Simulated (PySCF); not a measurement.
**Diatomics of Se with group 11**

PBE0 with triple-zeta basis sets in PySCF, for the lowest determinant that a PBE0 search found; no spin–orbit coupling. De refers to high-spin ground-configuration atoms. A positive dipole means M(−)Se(+).

| M | basis | state (unpaired electrons) | Re (Å) | ωe (cm⁻¹) | De (eV) | μ (D) |
| --- | --- | --- | --- | --- | --- | --- |
| Cu | x2c-TZVPPall | doublet (π ↑) | 2.180 | 299 | 2.60 | -3.71 |
| Ag | x2c-TZVPPall | doublet (π ↑) | 2.408 | 230 | 2.13 | -4.13 |
| Au | def2-TZVPP | doublet (π ↑) | 2.317 | 256 | 2.40 | -2.41 |

The shortest bond is that of CuSe (2.180 Å), the longest that of AgSe (2.408 Å).

The rows differ in basis set, which adds steps of its own.

Down a group the atoms grow and get heavier, so bonds lengthen and wavenumbers fall; the exceptions here are the shorter bond at Au and the higher wavenumber at Au. Relativity and the filled 4f shell contract the atoms of the sixth period.

Spin–orbit coupling is left out, which matters for elements this heavy, above all for dissociation energies. The state is the lowest single determinant that the PBE0 search found; with open d or f shells the true ground state can be another one.
